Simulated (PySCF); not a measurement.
allyl radical (C3H5), SMILES [CH2]C=C, multiplicity 2.

Coordinates come from a ωB97X-D3(BJ)/def2-TZVP optimisation.

The numbers are results of ωB97X-D3(BJ)/def2-TZVP run with PySCF 2.14.0, not measurements.

Frequencies are harmonic and unscaled.

Task: Estimate the vibrational spectrum. (Estimate from the structure and the level; the computed values follow.)

Result: 
| mode | ν (cm⁻¹) | IR (km/mol) | moving atoms (share of kinetic energy) |
|---|---|---|---|
| 1 | 432 | 0.1 | C 51 %, H 49 % |
| 2 | 536 | 17.5 | H 73 %, C 27 % |
| 3 | 561 | 0.0 | H 99 % |
| 4 | 808 | 0.0 | H 75 %, C 25 % |
| 5 | 833 | 85.4 | H 65 %, C 35 % |
| 6 | 940 | 0.0 | H 86 %, C 14 % |
| 7 | 1023 | 19.8 | H 85 %, C 15 % |
| 8 | 1048 | 0.0 | H 50 %, C 50 % |
| 9 | 1189 | 0.4 | C 53 %, H 47 % |
| 10 | 1287 | 1.2 | C 58 %, H 42 % |
| 11 | 1426 | 6.9 | H 75 %, C 25 % |
| 12 | 1517 | 1.2 | H 63 %, C 37 % |
| 13 | 1531 | 3.5 | H 70 %, C 30 % |
| 14 | 3166 | 7.5 | H 95 % |
| 15 | 3167 | 15.2 | H 94 % |
| 16 | 3175 | 0.0 | H 93 % |
| 17 | 3266 | 4.0 | H 89 %, C 11 % |
| 18 | 3269 | 13.6 | H 89 %, C 11 % |
